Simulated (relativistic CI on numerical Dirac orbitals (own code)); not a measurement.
How well does a small relativistic CI reproduce N⁺?

Computed by Dirac-Coulomb-Breit CI, orbitals from a KLI potential per configuration, model QED, valence Slater integrals scaled by 0.85, P86 correlation energy added to each configuration (own radial code, finite nucleus).

Configuration list (outside the closed core 1s2): 2s²2p², 2s2p³, 2s²2p3s, 2s²2p3p, 2s²2p3d, 2p⁴, 2s²2p4s, 2s²2p4p, 2s²2p4d, 2s²2p4f, 2s²2p5s, 2s²3s², 2s²2p5p, 2s²2p5d, 2s²2p5f, 2s²2p5g, 2s²3s3p, 2s2p²3s, 2s²3s3d, 2s²3p², 2p³3s, 2s²3p3d, 2s2p²3p. Levels of other configurations are missing.

```tsv
Configuration	Term (tabulated)	J	Measured (cm⁻¹)	Computed	Error	Purity (%)
2s²2p²	3P	0	0.0	0	0	98
2s²2p²	3P	1	48.7	47	-2	98
2s²2p²	3P	2	130.8	125	-6	98
2s²2p²	1D	2	15316.2	15295	-21	99
2s²2p²	1S	0	32688.6	27665	-5023	95
2s²2p3s	3P°	0	148908.6	145789	-3119	95
2s²2p3s	3P°	1	148940.2	145841	-3099	95
2s²2p3s	3P°	2	149076.5	145955	-3122	95
2s²2p3s	1P°	1	149187.8	147693	-1495	91
2s²2p3p	1P	1	164610.8	170193	5583	98
2s²2p3p	3D	1	166521.7	171878	5356	99
2s²2p3p	3D	2	166582.5	171939	5357	99
2s²2p3p	3D	3	166678.6	172037	5358	99
2s²2p3p	3S	1	168892.2	174045	5153	99
2s²2p3p	3P	0	170572.6	175311	4738	97
2s²2p3p	3P	1	170607.9	175348	4740	97
2s²2p3p	3P	2	170666.2	175407	4740	97
2s²2p3p	1D	2	174212.0	178728	4516	99
2s²2p3p	1S	0	178273.4	182264	3990	96
2s²2p3d	3F°	2	186511.6	191270	4758	98
2s²2p3d	3F°	3	186571.0	191330	4759	99
2s²2p3d	3F°	4	186652.5	191412	4760	100
2s²2p3d	1D°	2	187091.4	191850	4759	95
2s²2p3d	3D°	1	187437.6	192157	4720	99
2s²2p3d	3D°	2	187461.6	192181	4720	98
2s²2p3d	3D°	3	187491.9	192212	4720	98
2s²2p3d	3P°	2	188857.4	193319	4461	98
2s²2p3d	3P°	1	188909.2	193371	4462	98
2s²2p3d	3P°	0	188937.2	193399	4462	98
2s²2p3d	1F°	3	189335.2	194222	4887	99
```

Measured levels from NIST Handbook of Basic Atomic Spectroscopic Data (Sansonetti and Martin, J. Phys. Chem. Ref. Data 34, 1559 (2005)); pairs were made by configuration, J and term (by order where the table uses no LS term), so strongly mixed levels may be paired wrongly.

Mean error by configuration (cm⁻¹): 2s²2p² -1263; 2s²2p3s -2709; 2s²2p3p 4953; 2s²2p3d 4679. Over the excited levels the mean absolute error is 4030 cm⁻¹ (29 of the 39 excited levels that our extract of the source holds in range could be paired, and the others can miss by more), and the median relative error of those above 1,000 cm⁻¹ is 2.6 %.
